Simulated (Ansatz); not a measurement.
Cost and result for the atomization energy of CH4Br2Si (`[SiH3]C(Br)Br`) (8 atoms, 7 bonds).

The species carries charge 0 and has multiplicity 1. Correlated methods include outer-core shells of Br, which these sets cover unevenly. Scalar relativity is left out up to krypton. Geometry: relaxed with PBE0-D4/def2-TZVP. Program: Ansatz. All runs use 4 threads of an Arm Neoverse V1 on a shared host. Times are those of one run each, without the atoms' runs, and a repeat can differ threefold. Electronic energies, without spin–orbit coupling; frozen cores. CCSD(T)/CBS adds CCSD(T) − MP2 in def2-TZVPP to the MP2 limit, and its time is that of the two runs behind it. T1 = 0.009. With those shells the extrapolation isn't a true limit. B3LYP takes the VWN-RPA correlation (the form of Gaussian; ORCA's B3LYP/G).

CCSD(T)/CBS is a level of theory with its own doubt, some kJ/mol a heavy atom from the limit and from the frozen cores, so smaller differences don't rank the functionals.

```json
{"level": "PBE-D4/def2-TZVPP (with forces)", "functions": "225", "wall time": "2.7 s", "atomization (kJ/mol)": "2358.7", "difference from CCSD(T)/CBS": "11.3", "per bond": "1.6"}
{"level": "PBE0-D4/def2-TZVPP", "functions": "225", "wall time": "3.9 s", "atomization (kJ/mol)": "2328.0", "difference from CCSD(T)/CBS": "-19.4", "per bond": "-2.8"}
{"level": "r2SCAN-D4/def2-TZVPP (with forces)", "functions": "225", "wall time": "6 s", "atomization (kJ/mol)": "2339.2", "difference from CCSD(T)/CBS": "-8.2", "per bond": "-1.2"}
{"level": "B3LYP-D4/def2-TZVPP (with forces)", "functions": "225", "wall time": "6.5 s", "atomization (kJ/mol)": "2315.1", "difference from CCSD(T)/CBS": "-32.3", "per bond": "-4.6"}
{"level": "B2PLYP/def2-TZVPP", "functions": "225", "wall time": "7.5 s", "atomization (kJ/mol)": "2288.7", "difference from CCSD(T)/CBS": "-58.7", "per bond": "-8.4"}
{"level": "ωB97X-V/def2-TZVPP", "functions": "225", "wall time": "11 s", "atomization (kJ/mol)": "2337.4", "difference from CCSD(T)/CBS": "-10.0", "per bond": "-1.4"}
{"level": "ωB97M-V/def2-TZVPP (with forces)", "functions": "225", "wall time": "15 s", "atomization (kJ/mol)": "2323.5", "difference from CCSD(T)/CBS": "-23.9", "per bond": "-3.4"}
{"level": "MP2/def2-QZVPP", "functions": "425", "wall time": "25 s", "atomization (kJ/mol)": "2349.8", "difference from CCSD(T)/CBS": "2.4", "per bond": "0.3"}
{"level": "CCSD(T)/def2-TZVPP", "functions": "225", "wall time": "3.4 min", "atomization (kJ/mol)": "2273.6", "difference from CCSD(T)/CBS": "-73.8", "per bond": "-10.5"}
{"level": "CCSD(T)/CBS(def2)", "functions": "–", "wall time": "3.8 min", "atomization (kJ/mol)": "2347.4", "difference from CCSD(T)/CBS": "0.0", "per bond": "0.0"}
```

The D4 term adds +38.1 kJ/mol with B3LYP and +19.6 kJ/mol with PBE0; it sums over pairs of atoms, weighted by their polarisabilities, and B3LYP, whose exchange is more repulsive, gets the larger term. From PBE to PBE0 (25 % exact exchange), in def2-TZVPP and without D4, the atomization energy moves by −27.2 kJ/mol: exact exchange takes away binding that semilocal exchange gives to molecules. In def2-TZVPP, CCSD(T) changes the Hartree–Fock value by +604.3 kJ/mol (the triples alone add +41.2 kJ/mol) and MP2 by +637.5 kJ/mol; breaking electron pairs costs correlation energy, which Hartree–Fock lacks.
